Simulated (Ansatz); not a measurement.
# Ligand exchange: CuF + BH(CH3)(NH2) → CuNH2 + BH(CH3)F

Species: CuF (fluorocopper), singlet; BH(CH3)(NH2), singlet; CuNH2 `[NH2][Cu]`, singlet; BH(CH3)F, singlet. The partners trade F for NH2: Cu–F and B–NH2 bonds give way to Cu–NH2 and B–F.

Shapes, held fixed at every level: PBE0-D4/def2-TZVP. Programs: Ansatz 0.2.0. The zero-point and thermal change to 298 K, harmonic and unscaled (PBE0-D4/def2-TZVP), is -6.2 kJ/mol.

```json
{"level": "HF/def2-SVP", "kind": "Hartree–Fock", "ΔH(298 K) (kJ/mol)": "+69.8", "CPU time (sum over the molecules)": "–"}
{"level": "HF/def2-TZVPP", "kind": "Hartree–Fock", "ΔH(298 K) (kJ/mol)": "+65.3", "CPU time (sum over the molecules)": "–"}
{"level": "SPW92/def2-TZVPP", "kind": "LDA", "ΔH(298 K) (kJ/mol)": "+11.6", "CPU time (sum over the molecules)": "6.9 s"}
{"level": "PBE-D4/def2-TZVPP", "kind": "GGA", "ΔH(298 K) (kJ/mol)": "+17.6", "CPU time (sum over the molecules)": "14 s"}
{"level": "BHLYP-D4/def2-TZVPP", "kind": "global hybrid", "ΔH(298 K) (kJ/mol)": "+43.2", "CPU time (sum over the molecules)": "13 s"}
{"level": "PBE0-D4/def2-TZVPP", "kind": "global hybrid", "ΔH(298 K) (kJ/mol)": "+30.7", "CPU time (sum over the molecules)": "11 s"}
{"level": "r2SCAN0-D4/def2-TZVPP", "kind": "global hybrid", "ΔH(298 K) (kJ/mol)": "+31.5", "CPU time (sum over the molecules)": "18 s"}
{"level": "wB97M-V/def2-TZVPP", "kind": "range-separated hybrid", "ΔH(298 K) (kJ/mol)": "+35.6", "CPU time (sum over the molecules)": "49 s"}
```

wB97M-V/def2-TZVPP gives ΔH(298 K) = +35.6 kJ/mol; the levels span +11.6 to +69.8. The median of the levels is +33.5. No measured value is set beside it here. Relativity is left out for Cu. Times are processor times on shared x86 and Arm servers, and rough.
